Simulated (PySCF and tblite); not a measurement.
Results of a calculation; reference values are marked as such.
System: C₃H₈GeO, numbered as in [CH2:1]1[CH2:2][GeH2:3][CH2:4][O:5]1.

Motion: inversion of the 5-membered ring (1–2–3–4–5). GFN2-xTB gives an electronic barrier of 4.9 kcal/mol.

Spin–orbit effects of heavy atoms on shieldings are missing.

PBE0/pcSseg-1 + D3(BJ) on GFN2-xTB geometries gives 4.6 kcal/mol and k(298 K) = 1×10¹⁰ s⁻¹.

(1) What does PBE0/def2-SVPD + D3(BJ) give on GFN2-xTB geometries?

Programs: tblite and PySCF.

Results:

(1) A barrier of 4.2 kcal/mol, 0.4 below the first DFT barrier (from unrounded values) and, with GFN2-xTB thermal terms, ΔG‡(298 K) = 3.8 kcal/mol and k = 2.1×10¹⁰ s⁻¹ (2 equivalent paths).
